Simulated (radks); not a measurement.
Valence configurations of B+ (all share [He]). Calculated with a radial shooting solver on a logarithmic mesh with Libxc functionals: scalar-relativistic Kohn-Sham, PBE, spin-polarised, spherical densities, finite nucleus; open shells are filled with parallel spins first; Fermi nuclear charge, rms radius 2.406 fm. Energies are relative to 2s2; eigenvalues in eV for spin up.

valence      E (eV)  moment (Bohr magnetons)    e(2p)    e(2s)
2s2           0.000                        0        -  -19.511
2s1.5 2p0.5   2.617                        1  -14.109  -20.327
2s0.5 2p1.5   7.325                        2  -14.602  -20.830

NIST lists [He] 2s2 as the ground configuration; this level of theory agrees among the configurations tried. The energies are those of spherical high-spin densities, not of single terms. No valid solution was reached for [He] 2s1 2p1; [He] 2p2.
